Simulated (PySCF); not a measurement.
Species: C5H13NSi3.
Geometry (GFN2-xTB, Å), atoms numbered from 1 in this order:
```
atom  x, y, z in Å
C1     3.1505    0.5001   -0.3218
C2     2.1439   -0.6290   -0.1418
Si3    0.7629   -0.1758    1.0936
C4    -0.5263   -1.6000    1.1618
Si5   -2.0452   -1.2040    0.0844
C6    -2.2702    0.6876    0.3493
C7    -3.1381    1.2296   -0.6290
N8    -3.8164    1.6560   -1.4501
Si9   -0.5561    1.5893    0.3505
H10    2.6603    1.3974   -0.6953
H11    3.9311    0.2212   -1.0278
H12    3.6237    0.7447    0.6266
H13    2.6714   -1.5237    0.1935
H14    1.7068   -0.8745   -1.1116
H15    1.3827   -0.0150    2.4252
H16   -0.0942   -2.5517    0.8614
H17   -0.8510   -1.7329    2.1925
H18   -3.2491   -1.9229    0.5153
H19   -1.7754   -1.4747   -1.3303
H20   -2.7341    0.8421    1.3275
H21   -0.2982    2.0641   -1.0146
H22   -0.6895    2.7916    1.1853
```

Computed at PBE0/pcSseg-1 (PySCF, non-relativistic), with Q(14N) = 0.02044 b: N8, 14N (I = 1): χzz = -4.314 MHz, η = 0.122.

Question: Find the zero-field quadrupole resonance frequencies of 14N at N8.

Answer: From ν± = (3/4)|χ|(1 ± η/3) and ν0 = |χ|η/2: ν+ 3.366 MHz, ν− 3.104 MHz, ν0 0.262 MHz (nitrile nitrogen).

In a crystal, neighbours and librations shift these lines. One conformer (not necessarily the lowest) at the GFN2-xTB geometry, without solvent, vibrations or thermal averaging. GFN2-xTB bond lengths can be off by several hundredths of an ångström, more for odd bonds, and the gradients follow them. The basis is small and wasn't made for field gradients, so the couplings can be 20 % off.

These values come from a run that also computed NMR shieldings. Hardware: one thread, Arm Neoverse N1 (aarch64) (shared host). Cost: 1.8 min, 1.1 GiB resident at most.
